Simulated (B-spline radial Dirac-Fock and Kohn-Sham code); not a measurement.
How the settings move the core levels of W⁵⁺

ΔSCF core binding energies without Breit or QED terms, calculated with a B-spline atomic structure program. Keys: rel is the Hamiltonian (dirac, or spin-free x2c and nr, where L3 and M5 stand for the whole 2p and 3d shells), method is hf or an exchange,correlation pair (spin-unpolarised, also for the hole states), nuc the nuclear model, radius_factor scales its radius, rmax is the box in bohr, h the logarithmic mesh step, order the B-spline order, points the quadrature points per cell, c_factor scales the speed of light, and damp, ndamp, maxit and tol steer the iteration. The run stops when the commutator error falls below 10·tol·max(1, Z/10), or the numerical noise floor, and the energy has settled to about 1e-8 Ha; the virial ratio is −V/T.

Base input:

```json
{"items": [{"Z": 74, "q": 5, "cfg": [[1, 0, 2], [2, 0, 2], [2, 1, 6], [3, 0, 2], [3, 1, 6], [3, 2, 10], [4, 0, 2], [4, 1, 6], [4, 2, 10], [4, 3, 14], [5, 0, 2], [5, 1, 6], [5, 2, 1]], "A": 184, "rrms": 5.3658, "do": "settings", "holes": ["K", "L3", "M5"],
  "settings": [{"rel": "dirac", "method": "hf", "nuc": "fermi", "radius_factor": 1.0, "rmax": 45.0, "h": 0.3, "order": 8, "points": 10, "c_factor": 1.0, "maxit": 60, "damp": 0.5, "ndamp": 3, "tol": 1e-08}]}]}
```

The ground state converged in 10 iterations, with total energy -16151.35709 Ha, virial ratio 1.88818 and highest orbital energy -62.94 eV. ΔSCF binding energies: K (1s) 69941.6 eV, L3 (2p3/2) 10305.0 eV, M5 (3d5/2) 1882.3 eV.

Changes from the base run:

| changed setting | Δ total energy (Ha) | Δ K (eV) | Δ L3 (eV) | Δ M5 (eV) | iterations |
| --- | --- | --- | --- | --- | --- |
| damp = 0.0 | 0.00000 | 0.00 | 0.00 | 0.00 | 10 |
| method = "pbe,pbe"; radius_factor = 0.5; h = 0.5 | -8.17277 | +69.45 | -37.29 | -11.57 | 10 |
| radius_factor = 0.5 | -1.74887 | +19.43 | -0.11 | -0.03 | 10 |
| h = 0.5 | +0.58413 | -0.02 | +0.01 | +0.53 | 10 |
| rel = "nr"; radius_factor = 0.5; tol = 1e-06 | ? | ? | ? | ? | ? |
| method = "pbe,pbe" | -6.92575 | +48.38 | -38.63 | -12.91 | 9 |
| rel = "nr" | +868.71837 | -5662.65 | -48.37 | +42.04 | 9 |

Problem. What does the change rel = "nr"; radius_factor = 0.5; tol = 1e-06 do?

Solution. The total energy moves by +868.71837 Ha and the binding energies by K -5662.65 eV, L3 -48.37 eV, M5 +42.04 eV; the run takes 7 iterations.
